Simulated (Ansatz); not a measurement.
Ansatz (an electronic-structure program) input (CCSD(T)/def2-SVP):

Ansatz 0.2 input:
```yaml
crystal:
  periodic: [false, false, false]
  atoms:
    - {symbol: Bi, position_ang: [0.00166892, 0.00094253, 0.19241609]}
    - {symbol: F, position_ang: [-1.45671306, -1.09899799, -0.57354187]}
    - {symbol: F, position_ang: [-0.22861908, 1.80233288, -0.59840566]}
    - {symbol: F, position_ang: [1.66994099, -0.71202713, -0.60255645]}
basis:
  gaussian:
    orbitals: def2-SVP
total_charge: 1
magnetization: {spin_polarized: true, initial_magnetization: 1}
correlation: {method: ccsd_t, electrons: outside_noble_gas}
```

End of the output:

```
integrals: 0.07 GiB planned
711 factors; integrals over basis functions are off by at most 1.7e-4 eV
mean field: 0.23 GiB planned
mean field evaluation 1: about -13900.6659 eV, gradient 5.1e1 eV
mean field evaluation 2: about -13900.6863 eV, gradient 5.1e1 eV
mean field evaluation 4: about -13910.7889 eV, gradient 3.3e0 eV
mean field evaluation 8: about -13911.0062 eV, gradient 3.5e-1 eV
mean field evaluation 16: about -13910.7583 eV, gradient 3.3e0 eV
mean field evaluation 32: about -13910.9855 eV, gradient 3.4e-1 eV
mean field evaluation 64: about -13910.0249 eV, gradient 6.7e-1 eV
mean field evaluation 96: about -13907.6277 eV, gradient 2.1e0 eV
mean field evaluation 128: about -13909.0725 eV, gradient 1.4e-2 eV
mean field evaluation 160: about -13907.2562 eV, gradient 4.8e-1 eV
mean field evaluation 192: about -13904.6039 eV, gradient 7.9e0 eV
mean field -13911.01075959 eV, -511.2202161932 hartree, gradient 6.0e-6 eV, S^2 0.847483; 6 other end points of the search recorded, 0 dependent functions left out
determinant -13911.01075959 eV, -511.2202161932 hartree, with singles and doubles -13928.90630751 eV, -511.8778654490 hartree
determinant -13909.88406903 eV, -511.1788110787 hartree, with singles and doubles -13926.69750726 eV, -511.7966935371 hartree
determinant -13909.07254827 eV, -511.1489882409 hartree, with singles and doubles -13926.65325920 eV, -511.7950674511 hartree
determinant -13907.69532963 eV, -511.0983763895 hartree, with singles and doubles -13926.41147494 eV, -511.7861820435 hartree
12 core orbitals not correlated, not the lowest: weight in the atoms' cores, before any rotation towards them, 0.534 or more for the frozen orbitals, at most 0.463 for the correlated occupied ones
reference -13911.01075959 eV, -511.2202161932 hartree; 13, 12 occupied and 43, 44 virtual orbitals, 711 factors
second order -17.71761969 eV of doubles, -0.00000000 eV of singles
coupled cluster: 0.24 GiB planned
cycle   1  -17.89727656 eV  change   -1.7e-3 eV  update   2.4e-3
cycle   2  -17.89670424 eV  change    5.7e-4 eV  update   2.0e-3
cycle   3  -17.89581623 eV  change    8.9e-4 eV  update   1.3e-3
cycle   4  -17.89769667 eV  change   -1.9e-3 eV  update   6.6e-4
cycle   5  -17.89821282 eV  change   -5.2e-4 eV  update   2.5e-4
cycle   6  -17.89767942 eV  change    5.3e-4 eV  update   1.2e-4
cycle   7  -17.89761961 eV  change    6.0e-5 eV  update   5.6e-5
cycle   8  -17.89759147 eV  change    2.8e-5 eV  update   1.5e-5
perturbative correction -0.44980681 eV, -0.0165300953 hartree
Total energy: -13929.35815787 eV, -511.8944706435 hartree
```
